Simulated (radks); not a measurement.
The numbers below are computed, except where a source is named.
The arsenic anion As3-, [Kr], held by a Watson sphere: a shell of charge +3 at radius R that stands for the Madelung well of a crystal (potential energy -3/R inside, -3/r outside, in hartree with lengths in bohr). Code: a radial shooting solver on a logarithmic mesh with Libxc functionals. Model: scalar-relativistic Kohn-Sham, LDA (Slater exchange, VWN5 correlation), spin-unpolarised, spherical densities, finite nucleus; Fermi nuclear charge, rms radius of each element as measured or else 0.836 A^(1/3) + 0.57 fm. Response by self-consistent Sternheimer equations with the Hartree and adiabatic LDA kernel, the relativistic mass of each level held fixed and spin-orbit coupling left out. The sphere does not respond.

R (bohr)  e(3d) (eV)  e(4s) (eV)  e(4p) (eV)  <r> 4p (bohr)  sum of <r^2> (bohr^2)  X-ray form factor at sin(theta)/lambda = 0.1 1/angstrom  alpha (bohr^3)
2.23         -39.711     -16.868      -7.713          2.430                  59.75                                                   32.356           35.56
2.3          -39.479     -16.604      -7.576          2.459                  60.86                                                   32.306           37.29
2.95         -38.244     -14.534      -6.296          2.726                  71.77                                                   31.864           58.97
3.46         -37.770     -13.353      -5.388          2.931                  80.85                                                   31.560           84.92
4.51         -37.158     -11.823      -3.942          3.331                  101.1                                                   31.071           175.0
4.62         -37.109     -11.714      -3.822          3.372                  103.4                                                   31.030           188.1
4.66         -37.092     -11.677      -3.780          3.387                  104.2                                                   31.016           193.1
4.81         -37.031     -11.543      -3.627          3.441                  107.4                                                   30.964           212.8

Estimate the row for R = 3.95 bohr.

Answer. e(3d) (eV) -37.446; e(4s) (eV) -12.514; e(4p) (eV) -4.643; <r> 4p (bohr) 3.121; sum of <r^2> (bohr^2) 90.00; X-ray form factor at sin(theta)/lambda = 0.1 1/angstrom 31.309; alpha (bohr^3) 119.8.
